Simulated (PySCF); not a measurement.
(E)-2-chlorobut-2-ene (C4H7Cl), SMILES C/C=C(\C)Cl. Geometry optimised at PBE-D3(BJ)/def2-SVP.

The numbers are results of PySCF 2.14.0 with PBE-D3(BJ)/def2-SVP, not measurements.

Harmonic wavenumbers (cm⁻¹): 136, 176, 226, 259, 339, 431, 436, 672, 813, 894, 979, 1003, 1011, 1049, 1121, 1280, 1344, 1349, 1390, 1400, 1401, 1411, 1692, 2959, 2972, 3022, 3046, 3073, 3085, 3103. Rotational constants (GHz): 7.255, 2.364, 1.824; symmetry number 1.

**Question.** Work out the zero-point energy and the ideal-gas rigid-rotor harmonic-oscillator thermochemistry at 298.15 K and 1 atm.

**Answer.** ZPE = ½ Σ hcν = ½ × 42070 cm⁻¹ = 60.14 kcal/mol. H − E(el) = 64.82 kcal/mol. Entropy in cal/(mol K): translation 39.42, rotation 26.73, vibration 12.98, total 79.13. G − E(el) = 41.23 kcal/mol. Cp = 24.31 cal/(mol K). Modes under 150 cm⁻¹ make the vibrational entropy uncertain.
